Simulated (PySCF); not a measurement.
Vibration and rotation of AsSe

r²SCAN constants of AsSe, ²Π (doublet), unpaired electrons π ↑ (basis As cc-pVDZ-PP with ECP10, Se cc-pVDZ-PP with ECP10; scalar-relativistic core potentials; PySCF 2.14; masses 74.9216 and 79.9165 u):

| Quantity | Value |
| --- | --- |
| ωe | 408.9 cm⁻¹ |
| ωexe | 1.27 cm⁻¹ |
| Be | 0.093732 cm⁻¹ |
| αe | 0.000294 cm⁻¹ |
| De to As + Se | 3.45 eV |

Question: What force constant and bond length do these constants imply?

Answer: Reduced mass μred = 38.669 u; k = 5.8918×10⁻⁷·μred·ωe² (u, cm⁻¹, mdyn/Å) = 3.81 mdyn/Å; Re = √(16.8576/(μred·Be)) (u, cm⁻¹, Å) = 2.157 Å.

Question: Estimate the centrifugal constant D from the Kratzer relation and find the Dunham coefficient a1.

Answer: D = 4Be³/ωe² = 1.97e-08 cm⁻¹; a1 = −1 − αeωe/(6Be²) = -3.28.

Spin–orbit coupling is left out. The state was picked by a PBE0 search and need not be the measured ground state.
